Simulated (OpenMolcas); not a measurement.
# Sn: the spin-orbit constant, thermal populations, worked from levels

```yaml
Program: OpenMolcas 26.06
Basis: ANO-R3 [8s7p5d3f2g1h]
Scalar_Hamiltonian: X2C, finite nucleus
Active_space: 2 electrons in 3 orbitals (5p)
State_averaging: 2S+1 = 3 even, 3 roots; 2S+1 = 1 even, 6 roots
Spin-orbit_coupling: RASSI with atomic mean-field integrals over the reference wave functions, term energies averaged over their components
```

Methods: CASSCF; SS-CASPT2, IPEA 0.25 Eh, imaginary shift 0.1 Eh (closed shells correlated: 4d 5s). Measured levels: NIST Handbook of Basic Atomic Spectroscopic Data.

**The spin-orbit constant.** For the Hund term ³P of p2, E(J) = (A/2) J(J+1) + constant and ζ = 2S·A = 2A. From J = 0 to J = 2 the energy changes by 3 A.

```csv
Source,E(2) - E(0),A,ζ
CASSCF,3051.8,1017.3,2035
SS-CASPT2,3048.6,1016.2,2032
measured,3427.7,1142.6,2285
```

All in cm-1. SS-CASPT2 is off by -11.1 % and CASSCF by -11.0 %. Both methods take the spin-orbit matrix elements from the reference wave functions, so the second can move ζ only through the term energies and any multistate remixing. Second-order mixing with other terms is absorbed into this ζ.

**Thermal populations.** Z = Σ (2J + 1) exp(-E/kT) with k = 0.695035 cm-1/K, over the levels below. No other level of either list lies under 34600 cm-1, which is above 7 kT at each temperature.

```json
{"Level": "5s² 5p² ³P₀", "2J + 1": "1", "SS-CASPT2": "0.0", "measured": "0.0"}
{"Level": "5s² 5p² ³P₁", "2J + 1": "3", "SS-CASPT2": "1444", "measured": "1692"}
{"Level": "5s² 5p² ³P₂", "2J + 1": "5", "SS-CASPT2": "3050", "measured": "3428"}
{"Level": "5s² 5p² ¹D₂", "2J + 1": "5", "SS-CASPT2": "8440", "measured": "8613"}
{"Level": "5s² 5p² ¹S₀", "2J + 1": "1", "SS-CASPT2": "16980", "measured": "17162"}
```

| T (K) | Z, SS-CASPT2 | Z, measured levels | Ground level (%), SS-CASPT2 | Ground level (%), measured levels |
| --- | --- | --- | --- | --- |
| 2000 | 2.630 | 2.323 | 38.0 | 43.0 |
| 3000 | 3.747 | 3.379 | 26.7 | 29.6 |
| 5000 | 5.507 | 5.135 | 18.2 | 19.5 |

At 5000 K, kT = 3475 cm-1, and the computed levels give Z = 1.000 + 1.980 + 2.079 + 0.441 + 0.008 = 5.507.

Term energies are means over components that CASPT2 splits; among the terms shown or strongly mixed into the levels shown the widest spread is 78 cm-1 (5s² 5p² ¹D, SS-CASPT2). With the s shell closed, the reference lacks s² → p² mixing. Measured partners are found by configuration, term and J. A level has none where our copy of the source lacks it or the pairing is in doubt (some pairs that miss far off the trend of their configuration count as doubtful), and it then counts in no deviation. Levels of configurations outside the active space are missing.
